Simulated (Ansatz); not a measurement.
Scan of CH₃ (cation, charge +1), singlet: umbrella (inversion) coordinate, bond length relaxed. Scanned: angle between the C-H bonds and the threefold axis (90 = planar). Other coordinates (C-H bond length) were minimised at B3LYP/def2-TZVP.

The free coordinates were minimised at B3LYP/def2-TZVP in PySCF; the energy column is full CI/def2-SVP, frozen core run with Ansatz (a program for electronic structure), in kJ/mol.

```json
[
 {"a / °": "90", "C-H bond length / Å": "1.092", "E": "0.0"},
 {"a / °": "93.46", "C-H bond length / Å": "1.092", "E": "3.8"},
 {"a / °": "95.39", "C-H bond length / Å": "1.092", "E": "9.2"},
 {"a / °": "98.55", "C-H bond length / Å": "1.093", "E": "23.1"},
 {"a / °": "101.70", "C-H bond length / Å": "1.095", "E": "43.2"},
 {"a / °": "105.31", "C-H bond length / Å": "1.097", "E": "74.1"},
 {"a / °": "108.68", "C-H bond length / Å": "1.099", "E": "110.3"},
 {"a / °": "111.14", "C-H bond length / Å": "1.101", "E": "141.4"},
 {"a / °": "113.92", "C-H bond length / Å": "1.104", "E": "181.2"},
 {"a / °": "117.27", "C-H bond length / Å": "1.108", "E": "235.9"},
 {"a / °": "120.74", "C-H bond length / Å": "1.112", "E": "300.4"},
 {"a / °": "122.59", "C-H bond length / Å": "1.115", "E": "338.2"},
 {"a / °": "126.59", "C-H bond length / Å": "1.121", "E": "428.1"},
 {"a / °": "129.54", "C-H bond length / Å": "1.126", "E": "501.9"},
 {"a / °": "132", "C-H bond length / Å": "1.130", "E": "568.4"}
]
```
